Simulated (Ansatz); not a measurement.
Ligand exchange: C2H3Br + C2H7AlS → C2H4S + C2H6AlBr

Species: C2H3Br `C=CBr`, singlet; C2H7AlS `C[CH2][AlH][SH]`, singlet; C2H4S `C=CS`, singlet; C2H6AlBr `C[CH2][AlH][Br]`, singlet. The partners trade Br for SH: C–Br and Al–SH bonds give way to C–SH and Al–Br.

Shapes, held fixed at every level: PBE0-D4/def2-TZVP. Flexible molecules stand in one conformer, not always the lowest. Programs: Ansatz 0.2.0. Electronic energies: no zero-point or thermal term.

```tsv
level	kind	ΔE (kJ/mol)	less CCSD(T)/def2-TZVPP
PBE-D4/def2-TZVPP	GGA	-56.1	+0.2
B3LYP-D4/def2-TZVPP	global hybrid	-59.8	-3.5
wB97M-V/def2-TZVPP	range-separated hybrid	-60.8	-4.5
wB97X-V/def2-TZVPP	range-separated hybrid	-60.6	-4.3
B2PLYP/def2-TZVPP	double hybrid	-60.1	-3.8
MP2/def2-TZVPP	perturbation theory	-58.2	-1.9
CCSD/def2-TZVPP	coupled cluster or CI	-58.2	-1.9
CCSD(T)/def2-TZVPP	coupled cluster or CI	-56.3	0.0
```

The highest level, CCSD(T)/def2-TZVPP, gives ΔE = -56.3 kJ/mol; the levels span -60.8 to -56.1. The column of differences is taken from that level and isn't an error. No measured value is set beside it here. Relativity is left out for Br unless named. Correlated rows may include outer-core shells of Br, which these sets cover unevenly.
